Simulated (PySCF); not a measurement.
# Radial density of Ti (titanium, neutral)

UHF, [Ar] 3d2 4s2, high-spin 3F determinant. All numbers are calculated (PySCF 2.14, the spin-free X2C one-electron Hamiltonian (Gaussian nucleus), in aug-cc-pVDZ-DK (7s6p4d2f, 59 functions)).

```csv
r (bohr),4πr²ρ (e/bohr),4πr²(ρα − ρβ)
0.00124,0.1784,0.0000
0.00209,0.4562,0.0000
0.00351,1.142,0.0001
0.00591,2.757,0.0001
0.00994,6.254,0.0003
0.0167,12.70,0.0006
0.0281,21.31,0.0009
0.0473,26.18,0.0007
0.0795,21.79,0.0003
0.134,20.74,0.0077
0.225,28.11,0.0640
0.379,15.76,0.3278
0.637,8.279,0.9602
1.07,9.169,1.2839
1.80,2.418,0.7335
3.03,0.8038,0.1648
5.10,0.2713,-0.0130
8.57,0.01398,-0.0034
14.4,2.819e-05,0.0000
```

Densities and radii are taken from the X2C orbitals without a picture-change correction, which distorts them close to the nucleus.

Problem. Where is the radial spin density 4πr²(ρα − ρβ) most negative, and why is it negative at all?

Solution. Around r = 5.10 bohr, down to -0.0130 e/bohr: exchange with the open shell polarises the paired shells in an unrestricted calculation.
